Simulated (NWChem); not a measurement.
C$_{2}$H$_{3}$NO$_{2}$Si; SMILES O=C1C=N[SiH2]O1

```xyz
9

O     -0.2135     2.3113     0.0000
C     -0.0695     1.1274     0.0000
C      1.2692     0.3919     0.0000
N      1.2745    -0.8789     0.0000
Si    -0.4336    -1.3624     0.0000
O     -1.0737     0.2242     0.0000
H      2.1842     1.0065     0.0000
H     -0.8239    -2.0856     1.2330
H     -0.8239    -2.0856    -1.2330
```
Atoms are numbered in this order, from 1.

All runs: NWChem. Pople sets run with spherical d functions. All runs use the structure optimised with PBE0/def2-SVP. Atomic charges in e: unrestrained fits to the electrostatic potential beside Mulliken populations; buried atoms are poorly determined by the fit.

For level B3LYP/def2-SVP:

* **Mulliken O1**: -0.15
* **ESP C2**: 0.67
* **Mulliken C2**: 0.22
* **Mulliken N4**: -0.23
* **ESP Si5**: 0.88
* **Mulliken Si5**: 0.69

Question: What are these values for level Hartree-Fock/6-31G*?

Answer: The Mulliken O1 is -0.52. The ESP C2 is 0.78 and the Mulliken C2 comes out as 0.81. The Mulliken N4 is -0.57, the ESP Si5 is 1.02 and the Mulliken Si5 comes out as 1.10.
